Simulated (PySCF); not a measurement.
Se(Cl)(Me) (CH3ClSe), SMILES C[Se]Cl. Coordinates come from a B3LYP-D3(BJ)/def2-TZVP optimisation.

TDA-PBE0/def2-SVPD (PySCF 2.14.0) puts the lowest singlet excitations at 2.82, 5.05, 5.27, 5.86, 6.05, 6.70 eV.

What are the lowest excitation roots from ADC(2)/aug-cc-pVDZ (PySCF 2.14.0)? (Estimate from the structure and the level; the computed values follow.)

3.09, 5.34, 5.35, 5.70, 6.28, 6.60 eV. S1 differs by 0.27 eV (second minus first; roots are paired by order, and the bases may differ).
